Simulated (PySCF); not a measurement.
Computed with PBE-D3(BJ)/def2-TZVP // PBE0-D4/def2-SVP run with PySCF. Gas-phase values, no solvent. One relaxed conformer stands for a flexible species; it need not be the lowest. Excitations are Tamm–Dancoff values on a coarser integration grid. The basis has no diffuse functions, so Rydberg states are missing or too high.

Reference species (SMILES): `C([Si](CC)(CC)CC)C` (neutral, multiplicity 1).

The HOMO comes out as -6.37 eV. The S1 excitation (TDA) comes out as 6.53 eV.

Changed species: `CC[Si](S)(S)S` (3 of 4 C2H5 replaced by SH; the reference has 0 of 4 C2H5 replaced by SH).

Question: Predict the effect on the HOMO and S1 excitation (TDA).

Answer: the HOMO goes up by 0.23 eV, to -6.14 eV; the S1 excitation (TDA) falls by 1.30 eV, to 5.23 eV.
